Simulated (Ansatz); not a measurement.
**Four-centre ligand exchange**

Start structure (AlNH4Cl2O, singlet), relaxed at PBE0-D4/def2-TZVP:

```
9
angstrom
Al -0.4283 -0.6056 0.0790
N -0.8331 1.1383 -0.0359
Cl -1.2043 -1.9235 -1.3666
Cl -0.0790 -1.3813 2.0258
H 1.4627 0.6323 -0.4523
O 1.4405 -0.3395 -0.4549
H -1.4338 1.4778 -0.7723
H -1.0163 1.6716 0.8011
H 2.0914 -0.6703 0.1761
```

The step: AlNH₂Cl₂ ([NH2][Al]([Cl])[Cl]) + H₂O → AlHCl₂O ([OH][Al]([Cl])[Cl]) + NH₃ (still joined by a long Al–N bond); bonds formed: N2–H5; dative contacts that become bonds: Al1–O6; bonds broken: H5–O6; bonds weakened to dative contacts: Al1–N2. Program: Ansatz 0.2.0. Basis: def2-TZVPP and def2-QZVPP. Cores are frozen in the correlated methods. Extrapolation: Hartree–Fock as exp(−7.88 √X), correlation as X^−2.97. Energies below are by CCSD(T) at an estimated basis limit (MP2 extrapolated from triple and quadruple zeta, plus CCSD(T) − MP2 in triple zeta).

Question: What are the electronic barrier and the energy of the step, from the start structure to the end structure? (To be estimated.)

Answer: Computed: Barrier 5.64 kcal/mol; step energy -22.88 kcal/mol (downhill); reverse barrier, their difference, 28.52 kcal/mol. Barrier and step energy count from the start structure, the reverse barrier from the end structure.

The saddle point: One imaginary mode of 792i cm⁻¹.
```
  pair  start (Å)  saddle (Å)  end (Å)
Al1–O6       1.96        1.88     1.70
 N2–H5       2.39        1.46     1.02
Al1–N2       1.79        1.87     2.00
 H5–O6       0.97        1.13     2.56
```

Zero-point energy (harmonic, PBE0-D4): ZPE is 34.31 kcal/mol at the start and 32.62 kcal/mol at the saddle, so the barrier goes from 5.64 to 3.96 kcal/mol.

First-order rate constant out of the start structure at 898 K by transition-state theory, with harmonic vibrational free energies alone and no tunnelling: ΔA‡ = 8.86 kcal/mol, so k = (kB T/h) exp(−ΔA‡/kB T) ≈ 10^11 s⁻¹ (an order of magnitude at best: rotation, the number of equivalent paths and anharmonicity are left out).

No T1 diagnostic of these runs exceeds 0.009.

The step is the kind of ligand exchange by which a precursor binds to a hydroxyl group, or is hydrolysed, in atomic layer deposition of oxides.

Labels in which every atom is bracketed show which atoms are joined, not bond orders.

For scale, one of the runs: CCSD(T)/def2-TZVPP, 244 basis functions (an equivalent command: `ansatz run in.yaml --threads 4`). Hardware: 4 CPU threads, shared host. Wall time 2.3 min; peak host memory 4.6 GiB.
